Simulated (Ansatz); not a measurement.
Input file for Ansatz (a quantum-chemistry and plane-wave program): U-wB97X-V/cc-pV(T+d)Z on CH4OSi (SMILES CO[SiH]), a point of a bond scan (R = 2.092 Å). Files ending in .json are basis or fitting sets from the Basis Set Exchange.

Ansatz 0.2 input:
```yaml
crystal:
  periodic: [false, false, false]
  atoms:
    - {symbol: Si, position_ang: [-0.40795220, -0.67898645, 0.91806636]}
    - {symbol: H, position_ang: [-1.62604065, -1.36675047, -0.63703672]}
    - {symbol: O, position_ang: [0.45056196, 0.41925112, 0.04651040]}
    - {symbol: C, position_ang: [0.38283843, 0.78205128, -1.32615327]}
    - {symbol: H, position_ang: [0.15320104, 1.84590433, -1.40103075]}
    - {symbol: H, position_ang: [1.35331237, 0.59928607, -1.78972690]}
    - {symbol: H, position_ang: [-0.38646891, 0.20274464, -1.84347312]}
basis:
  gaussian:
    orbitals: cc-pV_T+d_Z.json
hamiltonian:
  xc: {name: wB97X-V}
magnetization: {spin_polarized: true, initial_magnetization: 0}
```

Program output:

```
WARN ansatz: RAYON_NUM_THREADS=1 ignored (pool sized by the plan → 1); use --threads N
Functional definition: wB97X-V
integrals: 0.08 GiB planned
888 factors; their error is unknown
integrals: 0.11 GiB planned
202 factors; integrals over basis functions are off by at most 2.6e-5 eV
mean field: 0.95 GiB planned
mean field evaluation 1: about -11020.9510 eV, gradient 2.9e1 eV
mean field evaluation 2: about -11019.6340 eV, gradient 3.7e1 eV
mean field evaluation 4: about -11024.2504 eV, gradient 1.2e0 eV
mean field evaluation 8: about -11024.2914 eV, gradient 2.0e-1 eV
mean field evaluation 16: about -11022.9735 eV, gradient 5.0e0 eV
mean field -11024.29150366 eV, -405.1352402264 hartree, gradient 8.5e-5 eV, S^2 0.000000; 1 other end points of the search recorded, 0 dependent functions left out
reference -11024.29150195 eV, -405.1352401636 hartree; 16, 16 occupied and 139, 139 virtual orbitals, 888 factors
Total energy: -11024.29150195 eV, -405.1352401636 hartree
```

Self-consistency was reached.

Cost: roughly 11 core-seconds.
